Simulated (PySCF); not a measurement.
CHBr2F. Atoms are numbered in the order given.

```xyz
5

F     -0.2144     1.8478     0.0000
C      0.4161     0.6766     0.0000
Br    -0.0296    -0.3073     1.6005
Br    -0.0296    -0.3073    -1.6005
H      1.5031     0.8246     0.0000
```
Charge 0, spin multiplicity 1.

The structure is a stationary point at PBE0-D3(BJ)/def2-SVP.

Calculation: TDA-PBE/def2-SVPD in PySCF.

Vertical excitations. The molecule is in vacuum. State labels are in the subgroup Cs.

Problem. Give excitation energies, oscillator strengths and character. (Estimate from the structure and the level; the computed values follow.)

Solution. 
```
state  symmetry  energy (eV)  λ (nm)      f                          main pairs
-----  --------  -----------  ------  -----  ----------------------------------
S1           A"         5.06     245  0.023                      HOMO→LUMO 91 %
S2           A"         5.33     233  0.019                    HOMO−1→LUMO 90 %
S3           A'         5.35     232  0.001                    HOMO−2→LUMO 96 %
S4           A'         5.78     214  0.001  HOMO−3→LUMO 69 %, HOMO→LUMO+1 29 %
S5           A'         6.16     201  0.002  HOMO→LUMO+1 68 %, HOMO−3→LUMO 25 %
S6           A'         6.45     192  0.002                  HOMO−1→LUMO+1 91 %
S7           A"         6.51     191  0.016                  HOMO−2→LUMO+1 93 %
S8           A"         6.95     178  0.013                  HOMO−3→LUMO+1 85 %
S9           A"         7.05     176  0.035                    HOMO→LUMO+2 91 %
S10          A"         7.39     168  0.008                  HOMO−1→LUMO+2 93 %
T1           A"         4.47     277      0                      HOMO→LUMO 99 %
T2           A"         4.86     255      0                    HOMO−1→LUMO 98 %
T3           A'         4.90     253      0                    HOMO−2→LUMO 99 %
T4           A'         5.37     231      0                    HOMO−3→LUMO 88 %
```
Triplets are in the Tamm–Dancoff approximation.
